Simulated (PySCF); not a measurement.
## Cr+: excitation energy

Cr+ [Ar] 3d5 (6S) → Cr+ [Ar] 3d4 4s1 (6D), as a difference of total energies. Calculation: PySCF 2.14, in ANO-RCC-VTZP; scalar relativity by spin-free X2C-1e. Correlated levels: valence and next inner shell: [Ne] frozen. The calculations carry no spin-orbit coupling.

```
                                method  excitation energy (eV)
                                   UHF                   0.783
    MP2 (valence and next inner shell)                   1.797
SCS-MP2 (valence and next inner shell)                   1.341
   CCSD (valence and next inner shell)                   1.444
CCSD(T) (valence and next inner shell)                   1.474
```

Errors of the correlated levels include the incompleteness of this basis and the frozen core.

The basis was made for the ground configuration and has no added diffuse functions, so the excitation energy can come out too high.

Task: Which method comes closest to the reference value, and which is furthest?

Result: The reference is 1.522 eV (measured; NIST levels, between the centres of gravity of the two terms). Closest: CCSD(T) (valence and next inner shell) (error -0.048 eV); furthest: UHF (error -0.739 eV).
